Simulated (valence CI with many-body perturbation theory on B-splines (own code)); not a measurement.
Re⁷⁰⁺: calculated level list

Method: valence CI with perturbative core correlation (CI+MBPT): three valence electrons over a frozen Dirac-Fock core [He], a basis of 11 s, 11 p, 9 d, 7 f, 5 g, 2 h, 1 i functions for each j, with the one-electron correlation potential Σ1 (screened to all orders), the two-electron term Σ2, the three-electron term Σ3, Breit, model QED; selected single and double excitations, second order for the rest (own B-spline code, finite nucleus).

No measured spectrum was set against this ion. As an estimate, large intervals hold to a few tenths of a per cent, small ones and those within an open d or f shell to about a per cent.

Levels 46 to 90 of 103, with energies above the lowest level, (2s^2 2p1/2) J=1/2. "Leading %" is the weight of the configuration and term that name the level; weights of strongly mixed levels are sums over their largest components and can fall short. In the jj column 3d3/2^4 stands for four electrons in 3d with j = 3/2. Lifetimes count E1, E2, E3, M1 and M2 decay at the calculated energies, and are blank where another channel may lead or the interval is too uncertain; long ones can be off by a factor of two.

| No. | Configuration | Term | J | E (× 10³ cm⁻¹) | Leading % | Lifetime | g | Second component | Leading jj |
| --- | --- | --- | --- | --- | --- | --- | --- | --- | --- |
| 46 | 2s 2p 3s | 2P° | 1/2 | 103370 | 90 | 2.45 fs | 0.825 | 10 % 2s 2p 3s 4P° | 2s 2p3/2 3s (100 %) |
| 47 | 2s 2p 3p | 4P | 3/2 | 103370 | 46 | 5.32 fs | 1.619 | 26 % 2s 2p 3p 4S | 2s 2p3/2 3p1/2 (100 %) |
| 48 | 2s 2p 3p | 2D | 5/2 | 103390 | 44 | 2.07 fs | 1.301 | 38 % 2s 2p 3p 4D | 2s 2p3/2 3p1/2 (100 %) |
| 49 | 2s 2p 3s | 2P° | 3/2 | 103430 | 82 | 4.96 fs | 1.374 | 17 % 2s 2p 3s 4P° | 2s 2p3/2 3s (99 %) |
| 50 | 2s 2p 3p | 2P | 1/2 | 104110 | 48 | 2.06 fs | 1.259 | 22 % 2s 2p 3p 2S | 2s 2p3/2 3p1/2 (99 %) |
| 51 | 2s 2p 3p | 2D | 3/2 | 104120 | 61 | 3.10 fs | 0.965 | 20 % 2s 2p 3p 2P | 2s 2p3/2 3p1/2 (99 %) |
| 52 | 2p2 3s | 4P | 3/2 | 104950 | 87 | 5.78 fs | 1.645 | 11 % 2p2 3s 2P | 2p1/2 2p3/2 3s (99 %) |
| 53 | 2p2 3s | 2P | 1/2 | 105040 | 66 | 2.85 fs | 1.289 | 32 % 2p2 3s 4P | 2p1/2 2p3/2 3s (98 %) |
| 54 | 2p2 3s | 2D | 5/2 | 105100 | 65 | 5.27 fs | 1.302 | 34 % 2p2 3s 4P | 2p1/2 2p3/2 3s (99 %) |
| 55 | 2p2 3s | 2D | 3/2 | 105170 | 64 | 3.00 fs | 0.951 | 33 % 2p2 3s 2P | 2p1/2 2p3/2 3s (99 %) |
| 56 | 2p2 3p | 4P° | 1/2 | 105500 | 49 | 1.17 fs | 1.730 | 28 % 2p2 3p 4D° | 2p1/2 2p3/2 3p1/2 (100 %) |
| 57 | 2p2 3p | 4D° | 3/2 | 105550 | 55 | 1.16 fs | 1.122 | 23 % 2p2 3p 2D° | 2p1/2 2p3/2 3p1/2 (100 %) |
| 58 | 2p2 3p | 2F° | 5/2 | 105650 | 50 | 1.16 fs | 1.037 | 30 % 2p2 3p 2D° | 2p1/2 2p3/2 3p1/2 (100 %) |
| 59 | 2p2 3p | 2P° | 3/2 | 106040 | 43 | 1.32 fs | 1.299 | 25 % 2p2 3p 2D° | 2p1/2 2p3/2 3p1/2 (99 %) |
| 60 | 2s 2p 3p | 4D | 7/2 | 106900 | 100 | 195 fs | 1.399 |  | 2s 2p3/2 3p3/2 (100 %) |
| 61 | 2s 2p 3p | 2P | 3/2 | 106990 | 54 | 2.49 fs | 1.475 | 32 % 2s 2p 3p 4S | 2s 2p3/2 3p3/2 (99 %) |
| 62 | 2s 2p 3p | 4P | 5/2 | 107150 | 52 | 2.67 fs | 1.386 | 43 % 2s 2p 3p 2D | 2s 2p3/2 3p3/2 (99 %) |
| 63 | 2s 2p 3p | 2S | 1/2 | 107200 | 48 | 1.45 fs | 1.353 | 38 % 2s 2p 3p 2P | 2s 2p3/2 3p3/2 (99 %) |
| 64 | 2s 2p 3d | 4D° | 5/2 | 107490 | 44 | 564 as | 1.214 | 22 % 2s 2p 3d 2D° | 2s 2p3/2 3d3/2 (99 %) |
| 65 | 2s 2p 3d | 4D° | 3/2 | 107540 | 43 | 519 as | 1.310 | 40 % 2s 2p 3d 4P° | 2s 2p3/2 3d3/2 (100 %) |
| 66 | 2s 2p 3d | 4F° | 7/2 | 107560 | 45 | 602 as | 1.196 | 40 % 2s 2p 3d 2F° | 2s 2p3/2 3d3/2 (98 %) |
| 67 | 2s 2p 3d | 4P° | 1/2 | 107590 | 82 | 586 as | 2.154 | 15 % 2s 2p 3d 4D° | 2s 2p3/2 3d3/2 (99 %) |
| 68 | 2s 2p 3p | 2D | 5/2 | 107710 | 72 | 3.21 fs | 1.252 | 16 % 2s 2p 3p 4D | 2s 2p3/2 3p3/2 (100 %) |
| 69 | 2s 2p 3p | 2P | 3/2 | 107870 | 58 | 3.51 fs | 1.219 | 29 % 2s 2p 3p 2D | 2s 2p3/2 3p3/2 (100 %) |
| 70 | 2s 2p 3p | 2S | 1/2 | 107900 | 60 | 40.4 fs | 1.719 | 20 % 2s 2p 3p 2P | 2s 2p3/2 3p3/2 (100 %) |
| 71 | 2s 2p 3d | 2D° | 3/2 | 108220 | 62 | 584 as | 0.916 | 17 % 2s 2p 3d 4P° | 2s 2p3/2 3d3/2 (89 %) |
| 72 | 2s 2p 3d | 2F° | 5/2 | 108280 | 68 | 601 as | 0.922 | 17 % 2s 2p 3d 2D° | 2s 2p3/2 3d3/2 (99 %) |
| 73 | 2s 2p 3d | 4F° | 9/2 | 108320 | 100 | 4.59 ps | 1.307 |  | 2s 2p3/2 3d5/2 (100 %) |
| 74 | 2s 2p 3d | 2P° | 1/2 | 108360 | 70 | 487 as | 0.598 | 25 % 2s 2p 3d 4D° | 2s 2p3/2 3d3/2 (98 %) |
| 75 | 2s 2p 3d | 2D° | 5/2 | 108530 | 40 | 651 as | 1.304 | 34 % 2s 2p 3d 4P° | 2s 2p3/2 3d5/2 (99 %) |
| 76 | 2s 2p 3d | 4D° | 7/2 | 108590 | 49 | 431 as | 1.265 | 44 % 2s 2p 3d 2F° | 2s 2p3/2 3d5/2 (97 %) |
| 77 | 2s 2p 3d | 2P° | 3/2 | 108680 | 43 | 610 as | 1.146 | 41 % 2s 2p 3d 2D° | 2s 2p3/2 3d5/2 (87 %) |
| 78 | 2s 2p 3d | 2P° | 1/2 | 108800 | 84 | 587 as | 0.780 | 6 % 2s 2p 3d 4D° | 2s 2p3/2 3d5/2 (95 %) |
| 79 | 2s 2p 3d | 2F° | 7/2 | 109150 | 60 | 1.62 fs | 1.180 | 13 % 2s 2p 3d 4D° | 2s 2p3/2 3d5/2 (87 %) |
| 80 | 2p2 3p | 4D° | 5/2 | 109220 | 49 | 1.59 fs | 1.376 | 30 % 2p2 3p 4P° | 2p1/2 2p3/2 3p3/2 (90 %) |
| 81 | 2p2 3p | 2P° | 1/2 | 109280 | 37 | 1.93 fs | 1.550 | 30 % 2p2 3p 4P° | 2p1/2 2p3/2 3p3/2 (97 %) |
| 82 | 2s 2p 3d | 2P° | 3/2 | 109310 | 24 | 999 as | 1.199 | 23 % 2p2 3p 2D° | 2p1/2 2p3/2 3p3/2 (59 %) |
| 83 | 2s 2p 3d | 2D° | 5/2 | 109310 | 54 | 451 as | 1.173 | 15 % 2s 2p 3d 2F° | 2s 2p3/2 3d5/2 (85 %) |
| 84 | 2s 2p 3d | 2P° | 3/2 | 109360 | 39 | 832 as | 1.178 | 14 % 2p2 3p 2D° | 2s 2p3/2 3d5/2 (61 %) |
| 85 | 2p2 3p | 2F° | 7/2 | 109400 | 56 | 2.41 fs | 1.204 | 30 % 2p2 3p 4D° | 2p1/2 2p3/2 3p3/2 (86 %) |
| 86 | 2p2 3p | 4S° | 3/2 | 109530 | 33 | 2.01 fs | 1.411 | 29 % 2p2 3p 2P° | 2p1/2 2p3/2 3p3/2 (100 %) |
| 87 | 2p2 3p | 2D° | 5/2 | 109620 | 63 | 1.69 fs | 1.164 | 14 % 2p2 3p 2F° | 2p1/2 2p3/2 3p3/2 (94 %) |
| 88 | 2p2 3d | 4F | 3/2 | 109720 | 43 | 1.72 fs | 0.918 | 26 % 2p2 3d 2P | 2p1/2 2p3/2 3d3/2 (100 %) |
| 89 | 2p2 3d | 4F | 5/2 | 109720 | 53 | 4.46 fs | 0.951 | 39 % 2p2 3d 2F | 2p1/2 2p3/2 3d3/2 (100 %) |
| 90 | 2p2 3d | 4D | 1/2 | 109770 | 79 | 3.15 fs | 0.248 | 15 % 2p2 3d 2P | 2p1/2 2p3/2 3d3/2 (100 %) |
